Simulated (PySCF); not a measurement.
Electron correlation in Cs (caesium, neutral)

[Xe] 6s1, 2S determinant. Computed with PySCF 2.14 in x2c-TZVPPall with one added diffuse shell each of s, p, d type (12s8p7d2f1g, 94 functions), with the spin-free X2C one-electron Hamiltonian (Gaussian nucleus). Frozen: [Kr] 4d10; 9 electrons correlated.

| level | correlation energy (mhartree) |
| --- | --- |
| CCSD | -171.76 |
| (T) | -5.33 |
| CCSD(T) | -177.09 |

Diagnostics: T1 = 0.021, D1 = 0.0886, largest double amplitude 0.029.

**Question.** Is a single reference adequate?

**Answer.** Yes, within this model without spin-orbit coupling: T1 lies below 0.03 and no double amplitude reaches 0.07.

This basis was not built for core-valence correlation, so the inner-shell part is incomplete.
